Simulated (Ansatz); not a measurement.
Cost and result for the atomization energy of `F[SiH2]C[SiH2]Cl` (11 atoms, 10 bonds).

```xyz
11

F    -1.9629    2.0647   -0.5496
Si   -0.9631    0.8566   -0.8848
C    -0.3153    0.1559    0.7125
Si    1.2034   -0.9014    0.5365
Cl    0.9113   -2.2712   -0.9771
H     0.1432    1.4138   -1.7014
H    -1.7272   -0.1539   -1.6499
H    -1.1066   -0.4180    1.2050
H    -0.0528    0.9915    1.3736
H     1.4959   -1.6645    1.7727
H     2.3743   -0.0735    0.1624
```

The species carries charge 0 and has multiplicity 1. All single points use the PBE0-D4/def2-TZVP geometry. It is one conformer, not always the lowest. Program: Ansatz. All runs use 4 threads of an Arm Neoverse V2 on a shared host. Times are those of one run each, without the atoms' runs, and a repeat can differ threefold. Electronic energies, without spin–orbit coupling; frozen cores. CCSD(T)/CBS adds CCSD(T) − MP2 in def2-TZVPP to the MP2 limit, and its time is that of the two runs behind it. T1 = 0.010. B3LYP takes the VWN-RPA correlation (the form of Gaussian; ORCA's B3LYP/G).

CCSD(T)/CBS is a level of theory with its own doubt, some kJ/mol a heavy atom from the limit and from the frozen cores, so smaller differences don't rank the functionals.

```json
{"level": "PBE-D4/def2-TZVPP (with forces)", "functions": "272", "wall time": "2.5 s", "atomization (kcal/mol)": "914.5", "difference from CCSD(T)/CBS": "-3.9", "per bond": "-0.4"}
{"level": "PBE0-D4/def2-TZVPP", "functions": "272", "wall time": "3.2 s", "atomization (kcal/mol)": "908.2", "difference from CCSD(T)/CBS": "-10.2", "per bond": "-1.0"}
{"level": "r2SCAN-D4/def2-TZVPP (with forces)", "functions": "272", "wall time": "4.7 s", "atomization (kcal/mol)": "916.7", "difference from CCSD(T)/CBS": "-1.7", "per bond": "-0.2"}
{"level": "B3LYP-D4/def2-TZVPP (with forces)", "functions": "272", "wall time": "4.9 s", "atomization (kcal/mol)": "910.4", "difference from CCSD(T)/CBS": "-8.0", "per bond": "-0.8"}
{"level": "B2PLYP/def2-TZVPP", "functions": "272", "wall time": "6 s", "atomization (kcal/mol)": "902.5", "difference from CCSD(T)/CBS": "-15.9", "per bond": "-1.6"}
{"level": "ωB97X-V/def2-TZVPP", "functions": "272", "wall time": "8 s", "atomization (kcal/mol)": "920.8", "difference from CCSD(T)/CBS": "2.4", "per bond": "0.2"}
{"level": "ωB97M-V/def2-TZVPP (with forces)", "functions": "272", "wall time": "13 s", "atomization (kcal/mol)": "918.5", "difference from CCSD(T)/CBS": "0.1", "per bond": "0.0"}
{"level": "MP2/def2-QZVPP", "functions": "504", "wall time": "24 s", "atomization (kcal/mol)": "920.4", "difference from CCSD(T)/CBS": "2.0", "per bond": "0.2"}
{"level": "CCSD(T)/def2-TZVPP", "functions": "272", "wall time": "2.6 min", "atomization (kcal/mol)": "893.6", "difference from CCSD(T)/CBS": "-24.8", "per bond": "-2.5"}
{"level": "CCSD(T)/CBS(def2)", "functions": "–", "wall time": "3 min", "atomization (kcal/mol)": "918.4", "difference from CCSD(T)/CBS": "0.0", "per bond": "0.0"}
```

From PBE to PBE0 (25 % exact exchange), in def2-TZVPP and without D4, the atomization energy moves by −5.3 kcal/mol: exact exchange takes away binding that semilocal exchange gives to molecules. The D4 term adds +10.6 kcal/mol with B3LYP and +5.6 kcal/mol with PBE0; it sums over pairs of atoms, weighted by their polarisabilities, and B3LYP, whose exchange is more repulsive, gets the larger term. In def2-TZVPP, CCSD(T) changes the Hartree–Fock value by +192.2 kcal/mol (the triples alone add +10.3 kcal/mol) and MP2 by +204.2 kcal/mol; breaking electron pairs costs correlation energy, which Hartree–Fock lacks.
